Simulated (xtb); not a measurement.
H3O2, SMILES O[OH2+], charge +1. All values are semi-empirical tight-binding results from xtb (GFN2-xTB unless named), good for trends rather than for accurate numbers. Geometry: GFN2-xTB. The isomer is the one that the SMILES or the coordinates give; other isomers of the formula were not compared.

Computed properties:
```
Quantity                                          Result
----------------------------------------  --------------
point group as xtb finds it                           Cs
orbital gap                                      7.62 eV
zero-point energy                          21.7 kcal/mol
G − E(el) at 298.15 K (modified RRHO)       7.4 kcal/mol
static polarisability (D4 model)              14.1 bohr³
solvation energy, GFN2-xTB/ALPB(water)    -95.8 kcal/mol
solvation energy, GFN2-xTB/ALPB(benzene)  -55.9 kcal/mol
```

Task: Give the IR lines (harmonic; lines under 4 % of the strongest left out, lines within 3 cm⁻¹ merged). (An estimate is asked for; the answer gives what the named calculation found.)

Result: ν (cm⁻¹): 296 (vs), 974 (w), 1051 (vs), 1239 (m), 1316 (m), 2950 (vs), 2981 (s), 3288 (m) (against the strongest line: vs over 80 %, s over 45 %, m over 15 %, w over 4 %, vw less)
